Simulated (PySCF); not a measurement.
# Heteronuclear NMR

Atoms are numbered as in `[CH3:1]/[C:2]([F:3])=[C:4](\[SiH3:5])[CH2:6][F:7]`. Each H is labelled by its parent atom.

PySCF 2.14 calculation with geometry from GFN2-xTB and GIAO PBE0/pcSseg-1 shieldings; one computed conformer, in vacuum, non-relativistic, rapidly exchanging positions averaged.

**Question.** Where does ¹⁹F resonate?

**Answer.** 
| atoms | environment | σ (ppm) | δ (ppm) |
| --- | --- | --- | --- |
| F3 | vinylic fluorine | 237.2 | -68.0 |
| F7 | fluorine on an sp3 carbon | 415.9 | -214.7 |

Shieldings were converted by a linear fit to measured shifts: ¹⁹F: δ = 146.13 − 0.903σ +14.6 on sp3 carbon (rms 6.0 ppm, 223 shifts, 7.0 ppm with the 5 outliers that the fit left out vs CFCl3, solution or neat liquid). A few per cent of atoms miss by over 2 rms, more outside the fitted compound classes.

On a 600 MHz spectrometer ¹⁹F resonates near 564.6 MHz, so 1 ppm is 564.6 Hz.

**Question.** What are the ²⁹Si shifts?

**Answer.** 
| atoms | environment | σ (ppm) | δ (ppm) |
| --- | --- | --- | --- |
| Si5 | silicon bonded to C, 3 H | 433.4 | -76.3 |

Shieldings were converted by a linear fit to measured shifts: ²⁹Si: δ = 279.94 − 0.822σ (rms 8.9 ppm, 72 shifts, 25.8 ppm with the 6 outliers that the fit left out vs TMS, solution or neat liquid). Occasional misses reach two or three times the rms, and more in compound classes unlike the fitted ones.

On a 500 MHz spectrometer ²⁹Si resonates near 99.3 MHz, so 1 ppm is 99.3 Hz.
